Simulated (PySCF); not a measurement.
PySCF job for 1-chlorocyclopenta-1,3-diene (C5H5Cl), SMILES ClC1=CC=CC1, PBE-D3(BJ)/def2-SVP. Geometry optimised at PBE-D3(BJ)/def2-SVP. The values are those of a single conformer.

```python
import numpy as np
from pyscf import gto, scf, dft, df
from pyscf.hessian import thermo

mol = gto.M(
    atom='''
    Cl   -0.00172147   -2.01475208   -0.00000000
    C    -0.06651085   -0.28968578    0.00000000
    C    -1.18015711    0.49783880    0.00000000
    C    -0.74283861    1.89759823    0.00000000
    C     0.61917567    1.96109751   -0.00000000
    C     1.17340284    0.56250427   -0.00000000
    H    -2.21972656    0.14654809    0.00000000
    H    -1.43032452    2.75530615   -0.00000001
    H     1.23842370    2.86745680   -0.00000000
    H     1.81123035    0.35267810    0.88808109
    H     1.81123035    0.35267810   -0.88808108
    ''',
    basis='def2-SVP',
    charge=0,
    spin=0,
    max_memory=1600,
    verbose=3,
)
mf = dft.RKS(mol, xc='pbe').density_fit(auxbasis='def2-universal-jkfit')
mf.disp = 'd3bj'
mf.grids.level = 3
mf.conv_tol = 1e-11
mf.max_cycle = 100
mf.kernel()

# [left out here: the lines that compute and print the analytic Hessian (its translational invariance restored by hand, since the grid's response is missing), thermochemistry and intensities]
```

Program output:

```
converged SCF energy = -652.987770512009

WARN: DFTD3 does not support analytical Hessian, using finite difference


WARN: Mole.unit (angstrom) is changed to Bohr

Mode                                 0                   1                   2
Irrep
Freq [cm^-1]                      209.8951            288.0179            347.9539
Reduced mass [au]                   3.9064              4.7378              1.6492
Force const [Dyne/A]                0.1014              0.2316              0.1176
Char temp [K]                     301.9924            414.3936            500.6283
Normal mode                   x     y     z       x     y     z       x     y     z
       0  Cl                -0.00 -0.00  0.06   -0.08 -0.01 -0.00   -0.00  0.00  0.02
       1   C                 0.00 -0.00 -0.14    0.13 -0.00  0.00    0.00  0.00 -0.15
       2   C                 0.00 -0.00 -0.11    0.09 -0.07  0.00    0.00 -0.00  0.02
       3   C                -0.00 -0.00  0.06   -0.03 -0.04 -0.00   -0.00 -0.00  0.07
       4   C                -0.00  0.00  0.11   -0.04  0.06  0.00   -0.00  0.00 -0.07
       5   C                 0.00  0.00 -0.10    0.08  0.09  0.00    0.00  0.00  0.01
       6   H                 0.00 -0.00 -0.11    0.12 -0.16 -0.00    0.00 -0.00  0.16
       7   H                -0.00 -0.00  0.15   -0.10 -0.10 -0.00   -0.00 -0.00  0.19
       8   H                -0.00  0.00  0.20   -0.11  0.10 -0.00   -0.00  0.00 -0.09
       9   H                 0.08 -0.14 -0.19    0.10  0.16  0.00   -0.38  0.08  0.32
      10   H                -0.08  0.14 -0.19    0.10  0.16 -0.00    0.38 -0.08  0.32
Mode                                 3                   4                   5
Irrep
Freq [cm^-1]                      459.8279            498.3138            658.1663
Reduced mass [au]                   9.9967              2.3300              1.2404
Force const [Dyne/A]                1.2454              0.3409              0.3166
[...]
       6   H                 0.14 -0.08  0.00    0.00 -0.00  0.61   -0.12 -0.03 -0.00
       7   H                -0.06  0.17  0.00   -0.00 -0.00  0.03    0.16  0.14  0.00
       8   H                 0.04 -0.20 -0.00   -0.00  0.00 -0.30   -0.20  0.06  0.00
       9   H                 0.05  0.02  0.01   -0.16  0.03  0.06    0.16  0.01  0.01
      10   H                 0.05  0.02 -0.01    0.16 -0.03  0.06    0.16  0.01 -0.01
Mode                                 9                  10                  11
Irrep
Freq [cm^-1]                      864.9231            923.7440            942.8715
Reduced mass [au]                   1.6713              1.2986              1.5650
Force const [Dyne/A]                0.7367              0.6529              0.8198
Char temp [K]                    1244.4318           1329.0620           1356.5822
Normal mode                   x     y     z       x     y     z       x     y     z
       0  Cl                 0.00  0.00 -0.00   -0.00 -0.00 -0.00   -0.00  0.00 -0.00
       1   C                -0.00 -0.00 -0.06    0.00  0.00  0.01    0.00 -0.01  0.00
       2   C                -0.00 -0.00 -0.06    0.00  0.00 -0.04   -0.03 -0.03  0.00
       3   C                 0.00 -0.00  0.00   -0.00  0.00  0.12    0.04 -0.00  0.00
       4   C                 0.00 -0.00 -0.09   -0.00  0.00 -0.06    0.02 -0.12  0.00
       5   C                -0.00  0.00  0.15    0.00 -0.00 -0.01   -0.06  0.10 -0.00
       6   H                -0.00  0.00  0.53    0.00 -0.00  0.18   -0.02 -0.07 -0.00
       7   H                 0.00  0.00  0.23   -0.00 -0.00 -0.74    0.23  0.15 -0.00
       8   H                 0.00 -0.00  0.09   -0.00  0.00  0.40    0.27 -0.30 -0.00
       9   H                 0.30 -0.10 -0.10   -0.01  0.05  0.00    0.03  0.43  0.00
      10   H                -0.30  0.10 -0.10    0.01 -0.05  0.00    0.03  0.43 -0.00
Mode                                12                  13                  14
Irrep
Freq [cm^-1]                      983.0629           1062.3310           1067.7664
Reduced mass [au]                   1.4633              1.1252              1.3105
Force const [Dyne/A]                0.8332              0.7482              0.8803
Char temp [K]                    1414.4087           1528.4578           1536.2781
Normal mode                   x     y     z       x     y     z       x     y     z
       0  Cl                 0.00  0.01 -0.00   -0.00 -0.00  0.00    0.00  0.02 -0.00
       1   C                -0.03 -0.06  0.00    0.00  0.00 -0.07   -0.03 -0.12  0.00
       2   C                 0.05  0.09  0.00    0.00  0.00  0.01    0.03 -0.02 -0.00
       3   C                -0.00 -0.08  0.00    0.00 -0.00 -0.01    0.04  0.03  0.00
       4   C                -0.04 -0.05  0.00   -0.00 -0.00  0.07   -0.04  0.00 -0.00
       5   C                 0.04  0.00 -0.00   -0.00  0.00  0.01   -0.02 -0.01 -0.00
       6   H                -0.14  0.66 -0.00    0.00  0.00  0.07    0.03 -0.02 -0.00
       7   H                -0.18 -0.23 -0.00    0.00  0.00 -0.06    0.48  0.37  0.00
       8   H                -0.14  0.02  0.00   -0.00  0.00 -0.09   -0.51  0.32  0.00
       9   H                 0.09  0.19  0.01    0.21  0.62 -0.00    0.02  0.06 -0.01
      10   H                 0.09  0.19 -0.01   -0.21 -0.62 -0.00    0.02  0.06  0.01
Mode                                15                  16                  17
Irrep
Freq [cm^-1]                     1084.0139           1188.3916           1261.6283
Reduced mass [au]                   3.1421              1.4383              3.0250
Force const [Dyne/A]                2.1754              1.1968              2.8368
Char temp [K]                    1559.6546           1709.8310           1815.2023
Normal mode                   x     y     z       x     y     z       x     y     z
       0  Cl                -0.00 -0.02 -0.00    0.00 -0.01 -0.00    0.00  0.01  0.00
       1   C                 0.07  0.14  0.00   -0.06  0.05  0.00   -0.11 -0.09 -0.00
       2   C                 0.05  0.07 -0.00    0.01  0.08  0.00    0.04  0.05 -0.00
       3   C                 0.02 -0.09  0.00    0.04 -0.03  0.00   -0.00  0.02 -0.00
       4   C                -0.02 -0.09 -0.00    0.04 -0.00  0.00    0.02 -0.09  0.00
       5   C                -0.09  0.06  0.00   -0.03 -0.09 -0.00    0.05  0.16  0.00
       6   H                 0.08  0.04 -0.00    0.20 -0.47 -0.00    0.16 -0.29  0.00
       7   H                 0.18  0.02  0.00   -0.21 -0.24 -0.00   -0.19 -0.13 -0.00
       8   H                -0.26  0.06  0.00   -0.24  0.19 -0.00   -0.07 -0.03 -0.00
       9   H                -0.20 -0.18  0.01    0.07  0.31  0.02   -0.02 -0.22 -0.03
      10   H                -0.20 -0.18 -0.01    0.07  0.31 -0.02   -0.02 -0.22  0.03
Mode                                18                  19                  20
Irrep
Freq [cm^-1]                     1318.2542           1340.7154           1519.7712
Reduced mass [au]                   1.1525              2.1622              7.6796
Force const [Dyne/A]                1.1801              2.2899             10.4507
Char temp [K]                    1896.6744           1928.9910           2186.6123
Normal mode                   x     y     z       x     y     z       x     y     z
       0  Cl                 0.00 -0.00 -0.00    0.00  0.00  0.00    0.00 -0.00 -0.00
       1   C                 0.00  0.00  0.00   -0.06 -0.03 -0.00   -0.12  0.09 -0.00
       2   C                 0.00  0.05  0.00    0.04  0.10 -0.00    0.09 -0.10  0.00
       3   C                -0.02 -0.05  0.00   -0.04 -0.13 -0.00    0.13  0.03  0.00
       4   C                -0.01  0.02  0.00   -0.06  0.09 -0.00   -0.15  0.01  0.00
       5   C                -0.07  0.01 -0.00    0.06 -0.02  0.00    0.02 -0.01 -0.00
       6   H                 0.04 -0.06  0.00    0.14 -0.17  0.00    0.05  0.07  0.00
       7   H                 0.13  0.06 -0.00    0.34  0.17  0.00    0.01 -0.09  0.00
       8   H                 0.09 -0.05 -0.00    0.35 -0.18  0.00    0.05 -0.15 -0.00
       9   H                 0.48 -0.13 -0.41   -0.12  0.02  0.14    0.07 -0.02 -0.03
      10   H                 0.48 -0.13  0.41   -0.12  0.02 -0.14    0.07 -0.02  0.03
Mode                                21                  22                  23
Irrep
Freq [cm^-1]                     1602.5928           2974.8940           3015.6222
Reduced mass [au]                   6.1015              1.0632              1.1003
Force const [Dyne/A]                9.2327              5.5438              5.8956
Char temp [K]                    2305.7743           4280.2101           4338.8089
Normal mode                   x     y     z       x     y     z       x     y     z
       0  Cl                -0.00  0.00  0.00   -0.00 -0.00 -0.00   -0.00 -0.00 -0.00
       1   C                 0.11 -0.08 -0.00    0.00  0.00  0.00   -0.00 -0.00  0.00
       2   C                -0.11  0.08 -0.00    0.00 -0.00 -0.00   -0.00  0.00  0.00
       3   C                 0.14  0.01 -0.00    0.00  0.00 -0.00   -0.00 -0.00  0.00
       4   C                -0.13  0.02 -0.00    0.00  0.00  0.00   -0.00 -0.00  0.00
       5   C                 0.00  0.00  0.00   -0.07  0.02  0.00    0.00 -0.00  0.09
       6   H                -0.05 -0.17 -0.00    0.01  0.00 -0.00   -0.00 -0.00  0.00
       7   H                -0.06 -0.18 -0.00    0.00 -0.00 -0.00   -0.00  0.00  0.00
       8   H                 0.02 -0.11  0.00   -0.02 -0.02 -0.00    0.00  0.00 -0.00
       9   H                -0.02 -0.06  0.00    0.38 -0.12  0.56   -0.39  0.13 -0.53
      10   H                -0.02 -0.06 -0.00    0.38 -0.12 -0.56    0.39 -0.13 -0.53
Mode                                24                  25                  26
Irrep
Freq [cm^-1]                     3141.6874           3167.1327           3172.5638
Reduced mass [au]                   1.0888              1.0974              1.1040
Force const [Dyne/A]                6.3317              6.4858              6.5471
Char temp [K]                    4520.1887           4556.7988           4564.6130
Normal mode                   x     y     z       x     y     z       x     y     z
       0  Cl                -0.00 -0.00  0.00    0.00 -0.00 -0.00    0.00 -0.00  0.00
       1   C                 0.00 -0.00 -0.00   -0.00  0.00  0.00   -0.00  0.00  0.00
       2   C                -0.02 -0.00  0.00    0.06  0.02  0.00    0.06  0.02 -0.00
       3   C                 0.05 -0.06  0.00   -0.01  0.01 -0.00    0.03 -0.03  0.00
       4   C                 0.02  0.03 -0.00    0.04  0.05 -0.00   -0.03 -0.04  0.00
       5   C                 0.00 -0.00 -0.00    0.00 -0.00  0.00   -0.00  0.00 -0.00
       6   H                 0.18  0.06  0.00   -0.62 -0.21 -0.00   -0.63 -0.21 -0.00
       7   H                -0.53  0.67 -0.00    0.10 -0.12  0.00   -0.25  0.31 -0.00
       8   H                -0.22 -0.32  0.00   -0.38 -0.55 -0.00    0.31  0.46 -0.00
       9   H                -0.00  0.00 -0.00   -0.01  0.00 -0.01    0.01 -0.00  0.01
      10   H                -0.00  0.00  0.00   -0.01  0.00  0.01    0.01 -0.00 -0.01
temperature 298.1500 [K]
pressure 101325.00 [Pa]
Rotational constants [GHz] 8.24252 1.95827 1.59825
Symmetry number 1
Zero-point energy (ZPE) 0.08102 [Eh]   212708.132 [J/mol]
                           tot       elec      trans        rot        vib
Entropy [J/mol/K]       312.052      0.000    166.248    112.650     33.154
Cv [J/mol/K]             83.508      0.000     12.472     12.472     58.565
Cp [J/mol/K]             91.823      0.000     20.786     12.472     58.565
Internal energy [J/mol]                      3718.434   3718.434 219301.663
Internal energy [Eh]   -652.90141  -652.98777
Enthalpy [J/mol]                             6197.391   3718.434 219301.663
Enthalpy [Eh]          -652.90047
Gibbs free energy [J/mol]                  -43369.410 -29868.173 209416.691
Gibbs free energy [Eh] -652.93590
mode   freq/cm-1   IR/(km/mol)
   1      209.90         0.174
   2      288.02         0.946
   3      347.95        15.510
   4      459.83        10.433
   5      498.31         0.684
   6      658.17        35.868
   7      786.12         7.582
   8      838.77         1.719
   9      842.99        14.474
  10      864.92        18.743
  11      923.74         0.332
  12      942.87        14.553
  13      983.06         1.327
  14     1062.33         0.000
  15     1067.77         2.781
  16     1084.01        10.409
  17     1188.39         3.838
  18     1261.63        26.017
  19     1318.25        29.026
  20     1340.72         4.867
  21     1519.77        39.804
  22     1602.59        19.775
  23     2974.89         0.965
  24     3015.62         0.408
  25     3141.69         6.422
  26     3167.13         4.962
  27     3172.56         1.030
max |gradient| / (hartree/bohr): 2.9544392933749042e-05
APT charges: [-0.3159  0.3573 -0.1356  0.0154 -0.1091 -0.0907  0.0639  0.0418  0.0497
  0.0615  0.0615]
```

Self-consistency was reached.

Cost: around 2.5 core-minutes (rough).
